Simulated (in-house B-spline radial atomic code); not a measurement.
Inner levels of iodine as electrons are removed. A shift is the extra binding of the orbital against the neutral atom ([Kr] 4d10 5s2 5p5). The density at the nucleus is averaged over the nuclear charge. Computed with a radial B-spline atomic code at the basis-set limit: Dirac-Hartree-Fock, average of the configuration, finite nuclei.

```tsv
ion	configuration	shift of 1s1/2 (eV)	radius of 1s1/2 (bohr)	Σ<r²> (bohr²)	change of density at nucleus (bohr⁻³)
I39+	[Ne] 3s2 3p2	2393.15	0.027203	0.45642	1077.46
I40+	[Ne] 3s2 3p1	2523.31	0.027199	0.36765	1236.01
I41+	[Ne] 3s2	2655.36	0.027194	0.28131	1397.2
I42+	[Ne] 3s1	2781.45	0.027193	0.19245	-1763.95
I43+	[He] 2s2 2p6	2909.06	0.027191	0.10561	-5016.1
I44+	[He] 2s2 2p5	3221.91	0.02717	0.091987	-4603.77
I45+	[He] 2s2 2p4	3539.28	0.027149	0.078838	-4186.18
I46+	[He] 2s2 2p3	3861.17	0.027127	0.066141	-3763.39
I47+	[He] 2s2 2p2	4187.56	0.027104	0.053878	-3335.52
I48+	[He] 2s2 2p1	4518.46	0.027081	0.042031	-2902.65
I49+	[He] 2s2	4853.85	0.027058	0.030584	-2464.91
I50+	[He] 2s1	5150.83	0.027055	0.016117	-16062.5
I51+	1s2	5450.75	0.027042	0.0019782	-30008.3
I52+	1s1	6401.78	0.026836	0.00097332	-132449
```
